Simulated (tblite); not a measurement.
Species: C₅H₅ClOSSi.
Structure used (GFN2-xTB), in Å, numbered top down from 1:
```
atom  x, y, z in Å
O1    -2.163    1.344    0.062
C2    -1.051    1.778    0.166
Cl3   -0.790    3.514    0.388
C4     0.144    1.004    0.127
S5     1.746    1.651    0.278
C6     2.396    0.078    0.117
C7     1.438   -0.881   -0.043
C8     0.130   -0.367   -0.040
Si9   -1.489   -1.325   -0.230
H10    3.461   -0.056    0.149
H11    1.661   -1.926   -0.159
H12   -2.163   -0.898   -1.449
H13   -2.272   -1.194    0.992
H14   -1.049   -2.720   -0.379
```

All values are computed: GFN2-xTB (tblite) harmonic vibrations without scaling, gas phase. This tight-binding method is rough: wavenumbers can miss measured ones by several per cent, in bad cases by 10 to 20. Modes of hydrogen on silicon can be 10 to 20 % off. One conformer, not necessarily the lowest.

Harmonic wavenumbers (cm⁻¹): 63.6, 101.4, 114.6, 179.8, 180.3, 249.4, 342.2, 368.5, 409.8, 420.0, 500.7, 505.8, 565.7, 594.0, 631.5, 637.7, 734.3, 767.4, 788.7, 811.2, 816.3, 846.2, 849.9, 896.3, 1078.8, 1162.8, 1222.5, 1365.4, 1396.5, 1487.0, 1735.4, 2205.2, 2310.3, 2322.9, 3133.2, 3150.1.

A = 1292, B = 984.0, C = 562.4 MHz; mass 175.952 u (most abundant isotopes); point group Cs, symmetry number 1.

Problem. What is the zero-point energy?

Solution. ½Σν̃ = 17473 cm⁻¹ = 209.02 kJ/mol.

Problem. Entropy at 298.15 K, 1 bar (ideal gas, RRHO, classical rotation)?

Solution. Translation 173.34, rotation 127.56, vibration 110.15: S = 411.0 J/(mol K).

Problem. And Cp and H(298.15 K) − H(0)?

Solution. Cp = 158.92 J/(mol K), of which vibrations give 125.66 (their classical limit is 36 R = 299.3); H(298.15 K) − H(0) = 28.24 kJ/mol without the zero-point energy, 18.33 from vibrations.

Problem. How do the functions run with temperature in this model?

Solution. 
```tsv
T (K)	S (J/(mol K))	Cp (J/(mol K))	H − H(0) (kJ/mol)	G − H(0) (kJ/mol)	ln q(vib)
100	291.8	72.9	5.05	-24.12	1.19
200	356.0	118.1	14.58	-56.62	3.46
300	412.0	159.6	28.54	-95.07	5.90
500	508.1	216.3	66.65	-187.42	10.83
800	620.9	261.7	139.14	-357.56	17.62
1000	681.3	279.4	193.37	-487.94	21.66
```

q(vib) and H(0) count from the zero-point level.

Problem. Blend soft modes into free rotors: weight 1/[1 + (100 cm⁻¹/ν̃)⁴] for the oscillator and the rest for a rotor with moment μB/(μ + B), μ = h/(8π²ν), B = 10⁻⁴⁴ kg m². What vibrational entropy results?

Solution. 104.54 J/(mol K) in place of 110.15, which changes −T·S at 298.15 K by +1.67 kJ/mol.

Problem. Which modes carry the vibrational entropy at 298.15 K?

Solution. 63.6 cm⁻¹: 18.17; 101.4 cm⁻¹: 14.34; 114.6 cm⁻¹: 13.34; 179.8 cm⁻¹: 9.75; 180.3 cm⁻¹: 9.73; 249.4 cm⁻¹: 7.26 J/(mol K); the other 30 give 37.56 together.

Problem. What must be added to the electronic energy to get the Gibbs energy at 298.15 K and 1 bar?

Solution. ZPE + [H(298.15 K) − H(0)] − T·S = 209.02 + 28.24 − 122.55 = 114.71 kJ/mol.

Hindered rotation and anharmonicity are outside this model. Other conformers, if any are populated, would add a mixing term that is left out.
